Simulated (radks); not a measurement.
Problem. Radial electron density D(r) = 4 pi r^2 rho(r) of an atom or ion with 1 electrons. Calculated with a radial shooting solver on a logarithmic mesh with Libxc functionals: scalar-relativistic Kohn-Sham, BLYP, spin-unpolarised, spherical densities, point nucleus.

```
   r/bohr * D(r) (the largest magnitude, 0.494, reaches the edge; | marks zero)
  0.08654 |  *
   0.1007 |  *
   0.1173 |    *
   0.1376 |     *
   0.1602 |       *
   0.1865 |         *
   0.2189 |            *
   0.2548 |               *
   0.2967 |                   *
   0.3482 |                        *
   0.4053 |                             *
   0.4718 |                                  *
   0.5537 |                                        *
   0.6446 |                                              *
   0.7504 |                                                  *
   0.8806 |                                                     *
    1.025 |                                                      *
    1.193 |                                                     *
    1.401 |                                                 *
     1.63 |                                           *
    1.898 |                                   *
    2.228 |                          *
    2.593 |                  *
    3.019 |           *
    3.543 |      *
    4.124 |  *
    4.801 |*
    5.634 |*
    6.559 *
```

What is the nuclear charge?

Solution. Z = 1. The innermost maximum, from 1s, lies near gamma/Z bohr with gamma = sqrt(1 - (Z/c)^2) = 1.000, here 1 bohr (found: 1.02), and its height grows with Z. The density is that of neutral hydrogen in 1s1; the configuration itself is not fixed sharply by these data. D(r) has 1 maximum, at r = 1.02 bohr.
